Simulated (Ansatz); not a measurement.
Job for Ansatz (an electronic-structure program): R-CCSD(T)/def2-SVP on F6W (SMILES [F][W]([F])([F])([F])([F])[F]). Elements past Kr take the def2 small-core potentials; no spin–orbit coupling.

Ansatz 0.2 input:
```yaml
crystal:
  periodic: [false, false, false]
  atoms:
    - {symbol: W, position_ang: [-0.00001084, 0.00000743, -0.00000405]}
    - {symbol: F, position_ang: [1.84571490, -0.00380697, 0.00263581]}
    - {symbol: F, position_ang: [-1.84573892, 0.00377208, -0.00192961]}
    - {symbol: F, position_ang: [0.00379926, 1.84572998, 0.00072450]}
    - {symbol: F, position_ang: [-0.00372698, -1.84572569, -0.00141113]}
    - {symbol: F, position_ang: [-0.00243484, -0.00104958, 1.84572180]}
    - {symbol: F, position_ang: [0.00219742, 0.00107275, -1.84573733]}
basis:
  gaussian:
    orbitals: def2-SVP
magnetization: {spin_polarized: false}
correlation: {method: ccsd_t, electrons: outside_noble_gas}
scf: {lower_state_search: off}
```

Task: Predict the final total energy.

Result: -664.1045 hartree (reference determinant -662.7246, T1 diagnostic 0.023).

Task: How many basis functions does it have, and what does it roughly cost on one machine?

Result: 116 functions; very roughly 70 core-seconds.
